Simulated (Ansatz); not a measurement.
Geometry optimisation, RHF/def2-SVP in Ansatz 0.2.0.

input.yaml

```yaml
crystal:
  periodic: [false, false, false]
  atoms:
    - { symbol: C, position_ang: [-1.9542, -0.725, -0.3945] }
    - { symbol: C, position_ang: [-0.6948, -0.4074, -0.3493] }
    - { symbol: B, position_ang: [0.2791, -1.5261, 0.1228] }
    - { symbol: C, position_ang: [1.9512, -1.2612, 0.2536] }
    - { symbol: C, position_ang: [-0.1957, 0.9782, -0.699] }
    - { symbol: C, position_ang: [-0.2352, 1.9023, 0.5481] }
    - { symbol: H, position_ang: [-2.6903, 0.0819, -0.7054] }
    - { symbol: H, position_ang: [-2.3481, -1.6471, -0.158] }
    - { symbol: H, position_ang: [-0.1036, -2.5764, 0.4734] }
    - { symbol: H, position_ang: [2.3749, -2.185, 0.6669] }
    - { symbol: H, position_ang: [2.2851, -1.028, -0.7201] }
    - { symbol: H, position_ang: [2.0877, -0.4245, 0.9734] }
    - { symbol: H, position_ang: [-0.877, 1.4617, -1.4955] }
    - { symbol: H, position_ang: [0.8135, 0.9595, -1.0595] }
    - { symbol: H, position_ang: [0.4095, 1.4574, 1.3566] }
    - { symbol: H, position_ang: [-1.2688, 2.013, 0.9464] }
    - { symbol: H, position_ang: [0.1477, 2.9263, 0.2804] }
basis:
  gaussian: { orbitals: def2-SVP }
hamiltonian:
  xc: hf
relax:
  f_tol: 0.02
  max_steps: 50
```

Run as:

```bash
$ ansatz run input.yaml --threads 2 --pin off --max-ram 3072MiB --backend cpu --events-out ev --progress --plain --runs-dir out
```

Where does it end, and by what steps?

The run converged. After 34 steps the energy has fallen by 0.638 eV; H11 moved furthest, 1.03 Å.

```csv
step,energy less start (eV),largest force component (eV/Å),accepted
0,0.0000,3.444,yes
2,-0.5570,0.680,yes
4,-0.6078,0.237,yes
6,-0.6134,0.083,yes
8,-0.5997,0.728,no
10,-0.6194,0.271,yes
12,-0.6239,0.058,yes
14,-0.6266,0.099,yes
16,-0.6294,0.071,yes
18,-0.6323,0.144,yes
20,-0.6324,0.206,no
22,-0.6346,0.106,yes
24,-0.6318,0.679,no
26,-0.6365,0.047,yes
28,-0.6371,0.034,yes
30,-0.6360,0.220,no
32,-0.6376,0.079,yes
34,-0.6379,0.018,yes
```

```xyz
17
Properties=species:S:1:pos:R:3
C -1.978 -0.759 -0.589
C -0.723 -0.355 -0.371
B 0.307 -1.445 0.105
C 1.867 -1.245 0.260
C -0.325 1.091 -0.610
C -0.114 1.878 0.685
H -2.749 -0.092 -0.962
H -2.282 -1.783 -0.406
H -0.136 -2.540 0.349
H 2.159 -1.470 1.293
H 2.387 -1.986 -0.358
H 2.248 -0.255 0.004
H -1.091 1.590 -1.209
H 0.594 1.124 -1.202
H 0.661 1.428 1.309
H -1.033 1.913 1.273
H 0.189 2.906 0.472
```

Time of the run: 59 s on 2 threads of Intel(R) Xeon(R) 6975P-C (Granite Rapids), on a shared host, peak memory 0.39 GiB.
